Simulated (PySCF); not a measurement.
Mg(H)2, SMILES [MgH2] (PBE0/def2-SVP optimised geometry):

```
3

Mg     0.000     0.000     0.000
H      1.705     0.000     0.000
H     -1.705     0.000     0.000
```

Level of theory: PBE0/def2-TZVP (PySCF).

Question: What are the frontier orbital energies and the dipole moment?

Answer: HOMO-2 -50.87 eV, HOMO-1 -8.53 eV, HOMO -7.21 eV, LUMO -0.53 eV, LUMO+1 -0.53 eV; dipole moment 0.00 D.

On the same geometry PBE/def2-TZVP (PySCF) gives HOMO-2 -46.74 eV, HOMO-1 -7.30 eV, HOMO -6.05 eV, LUMO -1.16 eV, LUMO+1 -1.16 eV; dipole moment 0.00 D.

Meta-Löwdin charges at PBE0/def2-TZVP: Mg1 1.04, H2 -0.52, H3 -0.52.
